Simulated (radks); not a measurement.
Spin polarisation of the 4f3 shell in Pr2+. Start: [Xe] 4f(up 1.5, down 1.5); electrons of 4f are moved from spin down to spin up, other shells keep equal spins. All-electron calculation, scalar-relativistic Kohn-Sham, PBEsol, spin-polarised, spherical densities, finite nucleus; Fermi nuclear charge, rms radius of each element as measured or else 0.836 A^(1/3) + 0.57 fm. Program: a radial shooting solver on a logarithmic mesh with Libxc functionals.

moment (Bohr magnetons)  E - E(0) (eV)  e(4f up) (eV)  e(4f down) (eV)  5p down minus up (eV)  5s down minus up (eV)
0                                0.000        -13.865          -13.865                 0.000                 0.000
0.75                            -0.087        -14.082          -13.620                  0.276                  0.354
1.5                             -0.347        -14.271          -13.347                  0.554                  0.708
2.25                            -0.780        -14.430          -13.046                  0.832                  1.063
3                               -1.385        -14.557          -12.717                  1.113                  1.420

At moment 3 the spin-polarisation energy is -1.385 eV and the 4f exchange splitting 1.841 eV, that is 0.614 eV per Bohr magneton; E = -I m^2/4 would give I = 0.616 eV.
